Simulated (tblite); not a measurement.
Species: C7H15N.
Numbering: `[CH2:1]=[N:2][CH2:3][C:4]([CH3:5])([CH3:6])[CH2:7][CH3:8]` (hydrogens: H9, H10 on C1; H11, H12 on C3; H13, H14, H15 on C5; H16, H17, H18 on C6; H19, H20 on C7; H21, H22, H23 on C8)

Structure used (GFN2-xTB), in Å, numbered top down from 1:
```
atom  x, y, z in Å
C1     2.7948    1.4040   -0.0688
N2     2.0278    0.6628    0.5817
C3     1.4301   -0.4834   -0.0293
C4    -0.1043   -0.4736    0.1523
C5    -0.6663   -1.7636   -0.4479
C6    -0.4183   -0.4191    1.6470
C7    -0.6539    0.7638   -0.5797
C8    -2.1685    0.9318   -0.5460
H9     3.0677    1.2457   -1.1201
H10    3.2303    2.2602    0.4260
H11    1.6818   -0.5649   -1.1010
H12    1.8337   -1.3590    0.4894
H13   -0.4903   -1.7997   -1.5210
H14   -1.7358   -1.8347   -0.2694
H15   -0.1922   -2.6315    0.0060
H16   -1.4904   -0.4571    1.8194
H17    0.0371   -1.2658    2.1556
H18   -0.0177    0.4935    2.0784
H19   -0.1914    1.6481   -0.1350
H20   -0.3328    0.7159   -1.6242
H21   -2.5322    1.0179    0.4740
H22   -2.4442    1.8398   -1.0782
H23   -2.6699    0.0958   -1.0262
```

Computed values, GFN2-xTB/tblite, gas phase, harmonic and unscaled. This tight-binding method is rough: wavenumbers can miss measured ones by several per cent, in bad cases by 10 to 20. One conformer, not necessarily the lowest.

Harmonic wavenumbers (cm⁻¹): 46.7, 80.8, 89.8, 176.7, 193.0, 228.3, 254.7, 283.8, 328.2, 336.1, 407.4, 415.6, 448.3, 527.6, 687.7, 780.7, 814.6, 922.1, 941.8, 964.7, 982.8, 990.2, 1007.4, 1036.8, 1062.0, 1064.9, 1099.9, 1139.4, 1205.1, 1215.5, 1228.8, 1280.1, 1298.0, 1337.6, 1355.9, 1402.7, 1412.2, 1418.8, 1424.4, 1458.7, 1487.5, 1490.6, 1495.6, 1503.4, 1507.0, 1515.0, 1519.2, 1758.9, 2819.5, 2850.7, 2937.5, 2954.3, 2978.8, 3024.5, 3029.6, 3029.8, 3033.6, 3041.8, 3045.6, 3048.6, 3052.5, 3058.6, 3068.4.

A = 2823, B = 1380, C = 1201 MHz; mass 113.120 u (most abundant isotopes); point group C1, symmetry number 1.

**Question.** What is the zero-point energy?

**Answer.** Half the sum of the wavenumbers: 45300 cm⁻¹ = 541.91 kJ/mol.

**Question.** Give the ideal-gas entropy at 500 K and 1 bar in the rigid-rotor, harmonic-oscillator model (classical rotation).

**Answer.** Translation 178.57, rotation 126.19, vibration 216.43: S = 521.2 J/(mol K).

**Question.** And Cp and H(500 K) − H(0)?

**Answer.** Cp = 257.29 J/(mol K), of which vibrations give 224.03 (their classical limit is 63 R = 523.8); H(500 K) − H(0) = 72.95 kJ/mol without the zero-point energy, 56.32 from vibrations.

**Question.** What must be added to the electronic energy to get the Gibbs energy at 500 K and 1 bar?

**Answer.** ZPE + [H(500 K) − H(0)] − T·S = 541.91 + 72.95 − 260.60 = 354.26 kJ/mol.

**Question.** Blend soft modes into free rotors: weight 1/[1 + (100 cm⁻¹/ν̃)⁴] for the oscillator and the rest for a rotor with moment μB/(μ + B), μ = h/(8π²ν), B = 10⁻⁴⁴ kg m². What vibrational entropy results?

**Answer.** 201.72 J/(mol K) in place of 216.43, which changes −T·S at 500 K by +7.35 kJ/mol.

**Question.** Which modes carry the vibrational entropy at 500 K?

**Answer.** 46.7 cm⁻¹: 25.01; 80.8 cm⁻¹: 20.46; 89.8 cm⁻¹: 19.59; 176.7 cm⁻¹: 14.03; 193.0 cm⁻¹: 13.31; 228.3 cm⁻¹: 11.96 J/(mol K); the other 57 give 112.07 together.

**Question.** How do the functions run with temperature in this model?

**Answer.** 
```tsv
T (K)	S (J/(mol K))	Cp (J/(mol K))	H − H(0) (kJ/mol)	G − H(0) (kJ/mol)	ln q(vib)
100	286.2	80.2	5.44	-23.18	1.66
200	355.8	123.9	15.73	-55.43	4.35
300	414.1	167.5	30.25	-93.98	7.07
800	664.8	354.0	165.77	-366.10	20.50
1000	748.8	397.9	241.18	-507.61	25.62
```

q(vib) and H(0) count from the zero-point level.

Hindered rotation and anharmonicity are outside this model. Other conformers, if any are populated, would add a mixing term that is left out. The structure is chiral; the term R ln 2 for an equal mix with its mirror image is left out.
